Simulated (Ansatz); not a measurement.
```yaml
crystal:
  periodic: [false, false, false]
  atoms:
    - {symbol: Si, position_ang: [-1.417372, 0.853242, -0.806393]}
    - {symbol: Si, position_ang: [-0.140907, -0.742570, 0.318918]}
    - {symbol: B, position_ang: [1.374443, -0.360196, 1.467599]}
    - {symbol: N, position_ang: [1.608966, -0.580698, 0.133379]}
    - {symbol: H, position_ang: [-1.465337, 0.596615, -2.273105]}
    - {symbol: H, position_ang: [-2.813842, 0.837793, -0.290652]}
    - {symbol: H, position_ang: [-0.834516, 2.202891, -0.579717]}
    - {symbol: H, position_ang: [-0.643073, -2.127674, 0.092947]}
    - {symbol: H, position_ang: [2.017774, -0.115951, 2.435061]}
    - {symbol: H, position_ang: [2.396963, -0.614654, -0.495037]}
basis:
  gaussian: {orbitals: "6-311G**"}
hamiltonian: {xc: {name: wB97M-V}}
accuracy: high
output: {forces: true}
```

```sh
$ ansatz run in.yaml --threads 2 --pin off --events-out ev --progress --plain --max-ram 4352MiB
```

**Question.** How does Ansatz answer? (An estimate is asked.)

**Answer.** Ansatz gave: The input was rejected before any iteration.
```
Error: <dir> can't be read: No such file or directory (os error 2)
```
